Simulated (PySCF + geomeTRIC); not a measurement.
These are BP86-D3(BJ)/def2-SVP (PySCF + geomeTRIC) values and carry that method's errors. fastk is a local helper that only speeds up exchange builds. No frequencies were computed at this level.

```python
import json, numpy as np
from pyscf import gto, dft
from fastk import lowrank_exchange
atoms = """
V      0.004818    -0.141558     0.022765
O     -0.145674     1.352726    -0.195267
N      0.885167    -0.376350     1.528913
H      1.116341    -1.295475     1.899842
H      1.240089     0.340483     2.154541
N     -1.611003    -0.833602     0.115228
H     -1.780456    -1.826473     0.261568
H     -2.498383    -0.345922     0.040004
N      0.899216    -0.796390    -1.344553
H      1.127461    -1.784265    -1.433039
H      1.263687    -0.291325    -2.146548
"""
def scf(charge, spin, dm0=None):
    mol = gto.M(atom=atoms, basis='def2-svp', ecp={}, charge=charge, spin=spin, verbose=3, max_memory=10080)
    mf = dft.KS(mol, xc='bp86').density_fit(auxbasis="def2-universal-jkfit")
    mf.disp = 'd3bj'
    mf.grids.level = 3
    mf.conv_tol = 1e-8
    mf.max_cycle = 120
    mf.level_shift = 0.25
    mf.kernel(dm0)
    if not mf.converged:
        mf = mf.newton().run(mf.mo_coeff, mf.mo_occ).undo_soscf()
    return mf
mf = scf(0, 0)
from pyscf.geomopt.geometric_solver import kernel as optimize
path = []
done, mol = optimize(mf, maxsteps=120, assert_convergence=False, callback=lambda env: path.append((env["energy"], bool(env["g_scanner"].converged))))
res = dict(converged=bool(done and path[-1][1]), energy=path[-1][0], path=[e for e, c in path], xyz=mol.atom_coords(unit="Angstrom").tolist(), nao=mol.nao)
json.dump(res, open("result.json", "w"))
```

Output:

```
converged SCF energy = -1187.08108796601
Geometry optimization cycle 1
converged SCF energy = -1187.08108796682
cycle 1: E = -1187.08108797  dE = -1187.08  norm(grad) = 0.112258
Geometry optimization cycle 2
SCF not converged.
cycle 2: E = -1187.09884838  dE = -0.0177604  norm(grad) = 0.00713712
Geometry optimization cycle 3
converged SCF energy = -1187.0991050869
cycle 3: E = -1187.09910509  dE = -0.00025671  norm(grad) = 0.00334345
Geometry optimization cycle 4
converged SCF energy = -1187.09917535627
cycle 4: E = -1187.09917536  dE = -7.02694e-05  norm(grad) = 0.00198375
Geometry optimization cycle 5
converged SCF energy = -1187.09918676398
cycle 5: E = -1187.09918676  dE = -1.14077e-05  norm(grad) = 0.000803305
Geometry optimization cycle 6
converged SCF energy = -1187.09918892258
cycle 6: E = -1187.09918892  dE = -2.1586e-06  norm(grad) = 0.00018049
Geometry optimization cycle 7
converged SCF energy = -1187.09918908683
cycle 7: E = -1187.09918909  dE = -1.64249e-07  norm(grad) = 0.000120937
<class 'geometric.internal.Distance'> : 10
<class 'geometric.internal.Angle'> : 12
<class 'geometric.internal.OutOfPlane'> : 3
<class 'geometric.internal.Dihedral'> : 18
<class 'geometric.internal.TranslationX'> : 1
<class 'geometric.internal.TranslationY'> : 1
<class 'geometric.internal.TranslationZ'> : 1
<class 'geometric.internal.RotationA'> : 1
<class 'geometric.internal.RotationB'> : 1
<class 'geometric.internal.RotationC'> : 1
Step    0 : Gradient = 3.385e-02/7.206e-02 (rms/max) Energy = -1187.0810879668
Step    1 : Displace = 9.511e-02/1.162e-01 (rms/max) Trust = 1.000e-01 (=) Grad = 2.152e-03/2.604e-03 (rms/max) E (change) = -1187.0988483772 (-1.776e-02) Quality = 0.857
Step    2 : Displace = 1.201e-02/1.746e-02 (rms/max) Trust = 1.414e-01 (+) Grad = 1.008e-03/1.386e-03 (rms/max) E (change) = -1187.0991050869 (-2.567e-04) Quality = 1.303
Step    3 : Displace = 8.967e-03/1.564e-02 (rms/max) Trust = 2.000e-01 (+) Grad = 5.981e-04/9.971e-04 (rms/max) E (change) = -1187.0991753563 (-7.027e-05) Quality = 1.184
Step    4 : Displace = 4.576e-03/6.113e-03 (rms/max) Trust = 2.828e-01 (+) Grad = 2.422e-04/4.353e-04 (rms/max) E (change) = -1187.0991867640 (-1.141e-05) Quality = 1.258
Step    5 : Displace = 3.005e-03/4.561e-03 (rms/max) Trust = 3.000e-01 (+) Grad = 5.442e-05/8.911e-05 (rms/max) E (change) = -1187.0991889226 (-2.159e-06) Quality = 0.951
Step    6 : Displace = 9.122e-04/1.384e-03 (rms/max) Trust = 3.000e-01 (=) Grad = 3.646e-05/6.342e-05 (rms/max) E (change) = -1187.0991890868 (-1.642e-07) Quality = 0.678
Converged! =D
```

Cost: around 3 core-minutes (rough).
